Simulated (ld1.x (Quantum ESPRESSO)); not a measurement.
# Reading a pseudo-wave (Mg)

Columns: radius, all-electron u(r) and pseudo u(r) of the 2p shell (level -46.71 eV) of magnesium in the configuration [He] 2s2 2p6 3s2 3p0; LDA (PZ), scalar-relativistic, TM scheme, ld1.x (Quantum ESPRESSO) 7.5.

```csv
r (bohr),all-electron,pseudo
0.053,0.1100,0.0393
0.105,0.3228,0.1492
0.158,0.5521,0.3187
0.210,0.7496,0.5195
0.262,0.9059,0.7284
0.315,1.0211,0.9235
0.368,1.0959,1.0795
0.420,1.1358,1.1823
0.473,1.1492,1.2339
0.525,1.1415,1.2381
0.578,1.1176,1.2066
0.630,1.0828,1.1531
0.683,1.0392,1.0872
0.735,0.9911,1.0197
0.788,0.9389,0.9530
0.840,0.8862,0.8917
0.893,0.8321,0.8335
0.945,0.7796,0.7798
0.998,0.7273,0.7273
1.050,0.6777,0.6777
1.102,0.6301,0.6301
1.155,0.5839,0.5839
1.208,0.5402,0.5402
1.260,0.4997,0.4997
1.313,0.4610,0.4610
1.365,0.4254,0.4254
```

(1) How many radial nodes do the two functions have?

(2) At about which radius was the pseudo-wave matched?

(3) Where does each function peak?

(4) Is the pseudo-wave norm-conserving?

## Answers

(1) The all-electron 2p function has n − l − 1 = 0; the pseudo-wave has 0.

(2) 1.05 bohr. The columns agree to 0.0005 from 0.94 bohr on; several derivatives are matched, so the curves merge somewhat inside the radius.

(3) Outermost all-electron maximum near 0.47 bohr, pseudo maximum near 0.53 bohr (to the table’s step).

(4) Yes: the TM scheme keeps the norm inside the radius equal to the all-electron one, which fixes the energy derivative of the logarithmic derivative at the level.
